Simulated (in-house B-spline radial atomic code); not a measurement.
## Ionising the rhodium ion Rh⁷⁺ with different functionals

Computed with a radial B-spline atomic code at the basis-set limit: non-relativistic Hamiltonian, point nucleus, spin-polarised at highest spin, spherical fractional occupations for the functionals, and exact exchange of hybrids averaged over the configuration. The ionisation energy is the difference of two self-consistent energies, [Kr] 4d2 → [Kr] 4d1, without Breit or QED terms; ε is the level of the shell that loses the electron (its least bound occupied spin orbital). There is no spin-orbit coupling in this Hamiltonian.

```tsv
method	rung	ΔSCF (eV)	-ε(4d) (eV)
PBE0	global hybrid	117.30	110.54
B3LYP	global hybrid	117.29	110.01
TPSSh	global hybrid	117.20	108.98
M06-2X	global hybrid	117.18	113.18
BHandHLYP	global hybrid	117.10	112.79
r2SCAN0	global hybrid	117.18	110.55
B97-1	global hybrid	117.18	109.99
HSE06	range-separated hybrid	117.26	110.08
wB97X	range-separated hybrid	117.03	112.91
CAM-B3LYP	range-separated hybrid	117.25	111.97
LC-wPBE	range-separated hybrid	117.36	113.43
```

Task: Among the functionals, which spreads more, the ΔSCF values or the orbital energies?

Result: The orbital energies: ΔSCF values span about 0.33 eV and the orbital energies 4.45 eV; here energy differences depend much less on the functional than eigenvalues do.

Task: How do they compare with the NIST value?

Result: NIST lists 115 eV ± 2.1 (tabulated theory, ground level to ground level). Errors run from +1.93 to +2.26 eV; all lie within about twice that uncertainty, so the table can't rank the methods.
